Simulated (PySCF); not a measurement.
Isomers of C7H7N, mass 105.058 u with the commonest isotopes. Computed with PySCF 2.14.0, PBE0-D3(BJ)/def2-SVP geometry optimisation, gas phase. One conformer each, none proved a minimum here; rigid rotors.

Problem. Order these by rotational constant C, smallest first.
A. `[CH2:1]=[N:2][C:3]1=[CH:4][C@@H:5]2[C@@H:6]3[C@H:7]1[C@H:8]23` with C1–N2–C3–C4 180°
B. `[CH2:1]=[CH:2]/[CH:3]=[CH:4]/[CH:5]=[CH:6]\[C:7]#[N:8]` with C1–C2–C3–C4 180°, C3–C4–C5–C6 180°
C. `[H]/[N:1]=[CH:2]\[c:3]1[cH:4][cH:5][cH:6][cH:7][cH:8]1` with N1–C2–C3–C4 0° (phenylmethanimine)
D. `[CH2:1]=[CH:2][C:3]1=[C:4]([CH2:5][C:6]#[N:7])[CH2:8]1` with C1–C2–C3–C4 180°, C3–C4–C5–C6 0°

Solution. B (703.5 MHz), D (939.0 MHz), C (1196 MHz), A (1452 MHz).

Problem. Order these by radius of gyration √(Σ m r²/M), largest first.
A. `[CH2:1]=[N:2][C:3]1=[CH:4][C@@H:5]2[C@@H:6]3[C@H:7]1[C@H:8]23` with C1–N2–C3–C4 180°
B. `[H]/[N:1]=[CH:2]\[c:3]1[cH:4][cH:5][cH:6][cH:7][cH:8]1` with N1–C2–C3–C4 0° (phenylmethanimine)
C. `[CH2:1]=[CH:2][C:3]1=[C:4]([CH2:5][C:6]#[N:7])[CH2:8]1` with C1–C2–C3–C4 180°, C3–C4–C5–C6 0°
D. `[CH2:1]=[CH:2]/[CH:3]=[CH:4]/[CH:5]=[CH:6]\[C:7]#[N:8]` with C1–C2–C3–C4 180°, C3–C4–C5–C6 180°

Solution. D (2.615 Å), C (2.270 Å), B (2.005 Å), A (1.864 Å).

Problem. Order these by rotational constant A, largest first.
A. `[CH2:1]=[N:2][C:3]1=[CH:4][C@@H:5]2[C@@H:6]3[C@H:7]1[C@H:8]23` with C1–N2–C3–C4 180°
B. `[CH2:1]=[CH:2][c:3]1[cH:4][cH:5][n:6][cH:7][cH:8]1` with C1–C2–C3–C4 0°
C. `[CH2:1]=[CH:2]/[CH:3]=[CH:4]/[CH:5]=[CH:6]\[C:7]#[N:8]` with C1–C2–C3–C4 180°, C3–C4–C5–C6 180°
D. `[CH2:1]=[CH:2][C:3]1=[C:4]([CH2:5][C:6]#[N:7])[CH2:8]1` with C1–C2–C3–C4 180°, C3–C4–C5–C6 0°
E. `[H]/[N:1]=[CH:2]\[c:3]1[cH:4][cH:5][cH:6][cH:7][cH:8]1` with N1–C2–C3–C4 0°

Solution. C (6325 MHz), A (5659 MHz), B (5460 MHz), E (5213 MHz), D (3618 MHz).

| SMILES | point group | Ia (u·Å²) | Ib (u·Å²) | Ic (u·Å²) | κ | μa (D) | μb (D) | μc (D) |
| --- | --- | --- | --- | --- | --- | --- | --- | --- |
| C=CC1=C(CC#N)C1 | Cs | 139.68 | 405.05 | 538.20 | -0.77 | 1.58 | 2.67 | 0.00 |
| C=C/C=C/C=C\C#N | Cs | 79.91 | 638.52 | 718.42 | -0.97 | 3.36 | 2.98 | 0.00 |
| [H]/N=C\c1ccccc1 | Cs | 96.95 | 325.58 | 422.52 | -0.82 | 2.85 | 0.26 | 0.00 |
| C=Cc1ccncc1 | Cs | 92.55 | 327.03 | 419.58 | -0.84 | 2.42 | 0.34 | 0.00 |
| C=NC1=C[C@@H]2[C@@H]3[C@H]1[C@H]23 | Cs | 89.31 | 292.65 | 348.06 | -0.87 | 1.60 | 1.80 | 0.01 |
